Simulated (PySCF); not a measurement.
Isomers of C7H4F4O, one GFN2-xTB conformer each. Single-point energies are computed at PBE0/pcSseg-1 (PySCF, gas phase, no added dispersion term), electronic only.

```
                   SMILES  GFN2-xTB relative energy (kJ/mol)
  FC1=CCC(C(F)=C(F)F)=CO1                                0.0
C#CC(=C)O/C=C(/F)C(F)(F)F                              185.4
```

Conformers: `[F:1][C:2]1=[CH:3][CH2:4][C:5]([C:6]([F:7])=[C:8]([F:9])[F:10])=[CH:11][O:12]1` with C4–C5–C6–F7 180°; `[CH:1]#[C:2][C:3](=[CH2:4])[O:5]/[CH:6]=[C:7](/[F:8])[C:9]([F:10])([F:11])[F:12]` with C2–C3–O5–C6 2°, C3–O5–C6–C7 177°.

Question: What does PBE0/pcSseg-1 give for the same structures?

Answer: 
```tsv
SMILES	PBE0/pcSseg-1 E (Eh)	PBE0/pcSseg-1 (kJ/mol)	GFN2-xTB (kJ/mol)	point group
FC1=CCC(C(F)=C(F)F)=CO1	-742.82518	0.0	0.0	Cs
C#CC(=C)O/C=C(/F)C(F)(F)F	-742.76852	148.8	185.4	C1
```

Both levels put the same isomer lowest. As drawn, the higher has a C≡C bond, which the lower lacks.

Question: Which frontier levels, dipoles and rotational constants go with these structures?

Answer: 
| SMILES | HOMO (eV, PBE0/pcSseg-1) | LUMO (eV) | dipole (D) | A, B, C (MHz) |
| --- | --- | --- | --- | --- |
| FC1=CCC(C(F)=C(F)F)=CO1 | -6.52 | -1.16 | 1.14 | 2345, 478.1, 398.1 |
| C#CC(=C)O/C=C(/F)C(F)(F)F | -6.96 | -1.41 | 4.22 | 1768, 513.0, 427.1 |
